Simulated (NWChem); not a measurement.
System: CrHS$_{2}$OCl; SMILES [OH][Cr](=[S])(=[S])[Cl]

Input file for NWChem:

```
start job
memory heap 200 mb stack 900 mb global 1100 mb
geometry units angstroms noautoz
  Cr    -0.100712     0.129387    -0.270039
  S     -1.684989     0.847741     0.703871
  S      1.548886     1.060232     0.356331
  Cl     0.096276    -1.957898     0.140050
  O     -0.331989     0.387824    -1.969790
  H      0.508476     0.498310    -2.464316
end
basis spherical
  Cr library 6-31g*
  S library 6-31g*
  Cl library 6-31g*
  O library 6-31g*
  H library 6-31g*
end
dft
  xc mpw1k
  iterations 150
  mulliken
end
task dft energy
```

The geometry was optimised at PBE-D3(BJ)/def2-SVP. Not confirmed as a minimum by frequencies.

Task: Predict the main results of this run. (MPW1K/6-31G* (spherical d).) Quantities: energy (Ha); highest occupied level (eV); orbital gap (eV); dipole (D).

Result: 
```
Property                        Value
---------------------------  --------
energy (Ha)                  -2376.77
highest occupied level (eV)     -8.60
orbital gap (eV)                 4.42
dipole (D)                       2.08
```
